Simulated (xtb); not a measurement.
xtb input (GFN2-xTB):

```bash
xtb mol.xyz --gfn 2 --ohess tight --chrg 1 --uhf 0
```
mol.xyz:
```
4

F     -1.07622851    -1.23970343     0.00046861
Ge    -0.02594623    -0.03186121    -0.02277522
F      1.64846752    -0.34405392    -0.05000568
F     -0.53916407     1.56641224     0.01369213
```

End of the output:

```
   ------------------------------------------------------------------------
       1    126.31    -0.89489 ( 97.60%)    -0.78165 (  2.40%)    -0.89218
       2    126.52    -0.89394 ( 97.62%)    -0.78116 (  2.38%)    -0.89125
       3    151.05    -0.79276 ( 98.81%)    -0.72872 (  1.19%)    -0.79200
   ------------------------------------------------------------------------

   temp. (K)  partition function   enthalpy   heat capacity  entropy
                                   cal/mol     cal/K/mol   cal/K/mol   J/K/mol
 298.15  VIB   12.0                 1657.205      9.272     10.483
         ROT  0.130E+05              888.752      2.981     21.811
         INT  0.157E+06             2545.958     12.253     32.294
         TR   0.143E+28             1481.254      4.968     40.473
         TOT                        4027.2117    17.2213    72.7669   304.4568

       T/K    H(0)-H(T)+PV         H(T)/Eh          T*S/Eh         G(T)/Eh
   ------------------------------------------------------------------------
    298.15    0.641777E-02    0.109406E-01    0.345739E-01   -0.236333E-01
   ------------------------------------------------------------------------

         :::::::::::::::::::::::::::::::::::::::::::::::::::::
         ::                  THERMODYNAMIC                  ::
         :::::::::::::::::::::::::::::::::::::::::::::::::::::
         :: total free energy         -15.655112605362 Eh   ::
         ::.................................................::
         :: total energy              -15.631479258398 Eh   ::
         :: zero point energy           0.004522799057 Eh   ::
         :: G(RRHO) w/o ZPVE           -0.028156146020 Eh   ::
         :: G(RRHO) contrib.           -0.023633346964 Eh   ::
         :::::::::::::::::::::::::::::::::::::::::::::::::::::

optimized geometry written to: xtbopt.xyz

           -------------------------------------------------
          | TOTAL ENERGY              -15.631479258398 Eh   |
          | TOTAL ENTHALPY            -15.620538688991 Eh   |
          | TOTAL FREE ENERGY         -15.655112605362 Eh   |
          | GRADIENT NORM               0.000732751974 Eh/α |
          | HOMO-LUMO GAP               4.070009728389 eV   |
           -------------------------------------------------

------------------------------------------------------------------------
------------------------------------------------------------------------
 total:
 SCF:
 ANC optimizer:
 analytical hessian:
```
